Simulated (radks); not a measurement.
The numbers below are computed, except where a source is named.
All-electron atom: I IV in [Kr] 4d10 5s2 5p2 (the NIST ground configuration).

Code: a radial shooting solver on a logarithmic mesh with Libxc functionals. Model: scalar-relativistic Kohn-Sham, PBEsol, spin-polarised, spherical densities, finite nucleus; open shells are filled with parallel spins first (spin-orbit coupling, left out, can overturn this in heavy ions); Fermi nuclear charge, rms radius 4.75 fm.

Energy parts (hartree):
total: -7111.01039
kinetic: 7463.23095
electron-nucleus: -17150.16392
Hartree: 2752.97986
exchange-correlation: -177.05728

Orbitals (lengths in bohr, moments of r in powers of bohr; r(max) is where P^2 peaks; r(90%) holds 90 % of the orbital's charge):
| orbital | occ. | eigenvalue (hartree) | r(max) | <r> | r(90%) |
|---|---|---|---|---|---|
| 1s up | 1 | -1212.690 | 0.01755 | 0.02723 | 0.0490 |
| 1s down | 1 | -1212.687 | 0.01755 | 0.02723 | 0.0490 |
| 2s up | 1 | -188.3912 | 0.09916 | 0.1172 | 0.181 |
| 2s down | 1 | -188.3897 | 0.09916 | 0.1172 | 0.181 |
| 2p up | 3 | -169.2489 | 0.07949 | 0.1025 | 0.167 |
| 2p down | 3 | -169.2463 | 0.07949 | 0.1025 | 0.167 |
| 3s up | 1 | -38.96853 | 0.2858 | 0.3143 | 0.462 |
| 3s down | 1 | -38.96569 | 0.2858 | 0.3143 | 0.462 |
| 3p up | 3 | -32.76465 | 0.2795 | 0.3123 | 0.469 |
| 3p down | 3 | -32.76145 | 0.2795 | 0.3123 | 0.468 |
| 3d up | 5 | -23.46378 | 0.2317 | 0.2887 | 0.453 |
| 3d down | 5 | -23.46076 | 0.2317 | 0.2887 | 0.453 |
| 4s up | 1 | -7.81481 | 0.6802 | 0.7397 | 1.07 |
| 4s down | 1 | -7.80838 | 0.6803 | 0.7396 | 1.07 |
| 4p up | 3 | -5.86821 | 0.7147 | 0.7916 | 1.16 |
| 4p down | 3 | -5.86123 | 0.7148 | 0.7910 | 1.16 |
| 4d up | 5 | -3.02867 | 0.7776 | 0.9182 | 1.40 |
| 4d down | 5 | -3.01680 | 0.7774 | 0.9138 | 1.39 |
| 5s up | 1 | -1.74060 | 1.658 | 1.830 | 2.62 |
| 5s down | 1 | -1.66912 | 1.641 | 1.821 | 2.62 |
| 5p up | 2 | -1.29374 | 1.888 | 2.103 | 3.03 |
| 5p down | 0 | -1.21747 | 1.874 | 2.110 | 3.06 |

The highest occupied level is 5p up at -35.204 eV. Spin moment in Bohr magnetons: 2. The density falls to 0.001 e/bohr^3 at r = 3.63 bohr.
